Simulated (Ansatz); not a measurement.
CH4F2SSn (`C[S][SnH]([F])[F]`), 9 atoms. The species carries charge 0 and has multiplicity 1. Correlated methods include outer-core shells of Sn, which these sets cover unevenly. Sn: def2 effective core potential. Hardware: A = 2 threads of an AMD EPYC 7R13 on a shared host; B = 2 threads of an AMD EPYC 7R13 on a shared host and a share of an NVIDIA H100 80 GB. Correlated methods freeze the cores. Open-shell runs search over several starts.

(1) How many basis functions does each run have, and how long does it take in Ansatz? RKS ωB97X-V/def2-TZVPP energy [A]; UHF-CCSD(T)/def2-TZVPP energy of the cation [B]; UKS ωB97X-V/def2-TZVPP energy of the cation [A]; UKS B2PLYP (frozen core)/def2-TZVPP energy of the cation [A]; UHF-MP2/def2-QZVPP energy of the cation [B]; UKS B3LYP-D4/def2-TZVPP energy of the cation [A]; RKS B2PLYP (frozen core)/def2-TZVPP energy [A]; RHF-CCSD(T)/def2-SVP energy [A]; RKS BLYP-D4/def2-TZVPP energy [A]; RKS ωB97M-V/def2-SVP energy [A]; RKS PBE0-D4/def2-QZVPP energy [B]; UKS ωB97M-V/def2-TZVPP energy of the cation [A]. (Estimate.)

Answers

(1) Computed: Other jobs shared the machine, so times are rough.

```
                              level                       job  functions  wall time  peak host memory (GiB)
             RKS BLYP-D4/def2-TZVPP                energy [A]        241      2.7 s                    0.48
               RKS ωB97M-V/def2-SVP                energy [A]        106      6.5 s                    0.48
RKS B2PLYP (frozen core)/def2-TZVPP                energy [A]        241        9 s                    0.68
             RKS ωB97X-V/def2-TZVPP                energy [A]        241       11 s                    0.82
             RKS PBE0-D4/def2-QZVPP                energy [B]        443       12 s                    0.92
            UKS B3LYP-D4/def2-TZVPP  energy of the cation [A]        241       12 s                    0.91
               RHF-CCSD(T)/def2-SVP                energy [A]        106       13 s                    0.57
                 UHF-MP2/def2-QZVPP  energy of the cation [B]        443       19 s                       1
UKS B2PLYP (frozen core)/def2-TZVPP  energy of the cation [A]        241       20 s                    0.89
             UHF-CCSD(T)/def2-TZVPP  energy of the cation [B]        241       22 s                     1.1
             UKS ωB97X-V/def2-TZVPP  energy of the cation [A]        241       23 s                     1.2
             UKS ωB97M-V/def2-TZVPP  energy of the cation [A]        241       27 s                     1.3
```

B3LYP here is the variant with VWN-RPA as its local correlation; programs differ in this.
